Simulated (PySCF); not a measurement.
# Spinor energies of Ta²⁺ (tantalum, charge +2)

Start: [Xe] 4f14 5d3; 5d3/2 filled at m_j = -1/2, +1/2, +3/2. Calculated with PySCF 2.14 in x2c-TZVPall-2c (11s11p10d2f, 108 functions): generalised Hartree-Fock with the X2C-1e Hamiltonian and a Gaussian nucleus; one run each with spin-orbit coupling (SO) switched off, then screened by Boettger's factors.

```csv
spinor shell,electrons,"ε, spin-free (eV)","ε, screened SO (eV)",weight of nominal j (screened SO),"rms radius, screened SO (bohr)"
1s1/2,2,-67790.8,-67770.8,1.000,0.0211
2s1/2,2,-11799.6,-11793.2,1.000,0.0853
2p1/2,2,-10344.6,-11250.7,1.000,0.0726
2p3/2,4,-10344.6,-9974.9,1.000,0.0799
3s1/2,2,-2775.9,-2773.6,1.000,0.218
3p1/2,2,-2335.6,-2532.9,1.000,0.210
3p3/2,4,-2335.6,-2253.4,1.000,0.225
3d3/2,4,-1816.5,-1851.5,1.000,0.199
3d5/2,6,-1816.5,-1791.0,1.000,0.203
4s1/2,2,-609.62,-608.79,1.000,0.488
4p1/2,2,-462.59,-508.31,1.000,0.497
4p3/2,4,-462.59,-443.21,1.000,0.530
4d3/2,4,-270.60,-277.62,1.000,0.557
4d5/2,6,-270.60,-265.10,1.000,0.569
5s1/2,2,-102.18,-101.92,1.000,1.19
5p1/2,2,-63.582,-71.428,0.952,1.33
5p3/2,4,-63.582,-59.977,0.975,1.41
4f5/2,6,-55.715,-56.491,0.990,0.705
4f7/2,8,-55.715,-54.349,0.993,0.704
5d3/2,3,-24.089,-24.143,0.723,2.12
```

```csv
quantity,spin-free,screened SO
E (hartree),-15592.22816,-15609.59647
M_J,3/2,3/2
⟨J²⟩,6.759,5.871
⟨L²⟩,12.005,11.870
⟨S²⟩,3.754,3.733
```

The determinant has a definite M_J but mixes levels of different J.

Each row is a mean over spinors that exchange with the open shell spreads, by up to 2.659 eV (5s1/2).

Rows whose weight is well below 1 are mixtures of j = l ± 1/2: exchange outweighs spin-orbit coupling there, and the label is only the starting occupation.

Breit and QED terms are absent; they matter most for the inner s and p1/2 levels.

Densities and radii are taken from the X2C orbitals without a picture-change correction, which distorts them close to the nucleus.

Without spin-orbit coupling the j labels of p, d and f shells carry no meaning; the spin-free column gives the mean over the occupied spinors of each nl shell, and its ⟨J²⟩ belongs to a mixture of degenerate components.
